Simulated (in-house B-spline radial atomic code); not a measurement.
RPA and G0W0 on wB97X: Ti7+

Configuration [Ne] 3s2 3p3, highest spin, mean-field start wB97X. Computed with an all-electron radial atomic-structure program (B-spline basis): all electrons, scalar-relativistic (spin-free one-electron X2C), finite nucleus, each spin shell either full or empty, empty states to l = 9 with an (l + 1/2)⁻⁴ tail; G0W0 by contour deformation at full frequency.

Command:
```bash
python run_gw.py task.json out
```
Settings (radii: box in bohr, nucleus in fm):
```
Z                        22
electrons                15
configuration            [Ne] 3s2 3p3
hamiltonian              x2c
method                   wb97x
lmax                     9
rms_radius               3.5921
spin_polarised           True
box_radius               8.41
intervals                67
```

Run time, properties included: 1.8 s on 1 thread of Arm Neoverse V2, on a shared host.

Energies (hartree):

| term | value |
| --- | --- |
| mean-field total | -837.18465 |
| Hartree-Fock functional on these orbitals | -836.49025 |
| direct second order | -1.0446 |
| second-order exchange | 0.37891 |
| SOSEX correction | 0.3508 |

(1) What is the RPA correlation energy, and what remains with SOSEX?

Quasi-particle levels (eV):

| level | occupied | mean field | Σx - vxc | Σc | QP weight | G0W0 |
| --- | --- | --- | --- | --- | --- | --- |
| 3p up | yes | -163.09 | -5.85 | ? | ? | ? |
| 3s down | yes | -181.45 | -2.22 | -3.25 | 0.969 | -186.92 |
| 2p down | yes | -592.05 | -28.50 | 6.55 | 0.936 | -614.00 |
| 3p down | no | -145.56 | 7.97 | -3.30 | 0.966 | -140.89 |

G0W0 = mean field + (Σx - vxc) + Σc, with Σc (partial-wave tail included) taken at the quasi-particle energy. Only the outer levels were computed. Levels of low weight are left out.

(2) Where does G0W0 put 3p up?

## Answers

(1) RPA gives -0.94207 hartree (-1.71 eV per electron); RPA + SOSEX gives -0.59127, and the second-order doubles -0.66573 hartree (no singles). SOSEX takes back 37 % of the RPA value.

(2) At -169.35 eV, with Σc = -0.40 eV and a quasi-particle weight of 0.967. The tabulated removal energy is 170.5 ± 0.4 eV (NIST, semi-empirical); the calculation leaves out spin-orbit coupling, Breit and QED terms, and what these don't explain is the method's own error.
